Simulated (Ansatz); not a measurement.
```yaml
crystal:
  periodic: [false, false, false]
  atoms:
    - {symbol: Os, position_ang: [-0.517811, -0.014974, 0.060801]}
    - {symbol: Os, position_ang: [-1.969024, -1.225604, -0.272154]}
    - {symbol: Os, position_ang: [-2.555947, 1.083303, 0.410771]}
basis:
  gaussian: {orbitals: def2-mTZVPP}
magnetization: {spin_polarized: true, initial_magnetization: 2}
hamiltonian: {xc: {name: CAM-B3LYP}}
output: {forces: true}
```

```sh
$ ansatz run in.yaml --threads 4 --pin off --events-out ev --progress --plain --max-ram 3916MiB
```

It prints (some lines left out):

```
Functional definition: CAM-B3LYP
1236 factors; integrals over basis functions are off by at most 6.8e-5 eV
282 factors; integrals over basis functions are off by at most 7.4e-5 eV
mean field evaluation 1: about -7374.9200 eV, gradient 5.2e1 eV
mean field evaluation 2: about -7092.4952 eV, gradient 1.7e2 eV
mean field evaluation 4: about -7379.2702 eV, gradient 4.2e1 eV
mean field evaluation 8: about -7387.8277 eV, gradient 2.2e0 eV
mean field evaluation 16: about -7388.1397 eV, gradient 6.3e-1 eV
mean field evaluation 32: about -7388.6520 eV, gradient 5.4e-1 eV
mean field evaluation 64: about -7321.5590 eV, gradient 7.2e2 eV
mean field evaluation 96: about -7313.4534 eV, gradient 6.2e2 eV
mean field evaluation 128: about -7317.1854 eV, gradient 4.8e2 eV
mean field evaluation 160: about -7273.4572 eV, gradient 6.9e2 eV
mean field evaluation 192: about -7305.4241 eV, gradient 5.9e2 eV
mean field evaluation 224: about -7325.0572 eV, gradient 6.2e2 eV
mean field evaluation 256: about -7331.2175 eV, gradient 6.3e2 eV
mean field evaluation 288: about -7342.5850 eV, gradient 8.1e2 eV
mean field evaluation 320: about -7340.9699 eV, gradient 8.0e2 eV
mean field evaluation 352: about -7340.2544 eV, gradient 7.8e2 eV
mean field evaluation 384: about -7331.0674 eV, gradient 6.9e2 eV
mean field evaluation 416: about -7387.1334 eV, gradient 9.0e-1 eV
mean field evaluation 448: about -7387.8863 eV, gradient 1.0e-1 eV
mean field evaluation 480: about -7386.9636 eV, gradient 4.8e0 eV
mean field evaluation 512: about -7388.4054 eV, gradient 5.1e-1 eV
mean field evaluation 544: about -7388.2771 eV, gradient 1.5e-1 eV
mean field evaluation 576: about -7388.3933 eV, gradient 7.4e-2 eV
mean field evaluation 608: about -7388.5454 eV, gradient 3.0e-5 eV
mean field evaluation 640: about -7388.2495 eV, gradient 1.3e0 eV
mean field -7388.72177142 eV, -271.5305168441 hartree, gradient 3.7e-6 eV, S^2 3.087078; 16 other end points of the search recorded, 0 dependent functions left out
reference -7388.72186350 eV, -271.5305202280 hartree; 25, 23 occupied and 83, 85 virtual orbitals, 1236 factors
Total energy: -7388.72186350 eV, -271.5305202280 hartree
Atom 0 at    -0.517811    -0.014974     0.060801 Å, force    15.573703    10.693366     2.901602 eV/Å
Atom 1 at    -1.969024    -1.225604    -0.272154 Å, force   -13.653582   -12.563697    -3.475440 eV/Å
Atom 2 at    -2.555947     1.083303     0.410771 Å, force    -1.920120     1.870331     0.573838 eV/Å
Dipole moment:    -0.039916    -0.005402    -0.001008 e Å
```

Hardware: 4 threads of AMD EPYC 9R45 on a shared host. Wall time 38 s, peak host memory 0.57 GiB.

In the def2 sets Os takes a core potential; there is no spin–orbit coupling. The charge 0 triplet is spin-contaminated (final ⟨S²⟩ up to 3.09, 2.00 for a pure state).
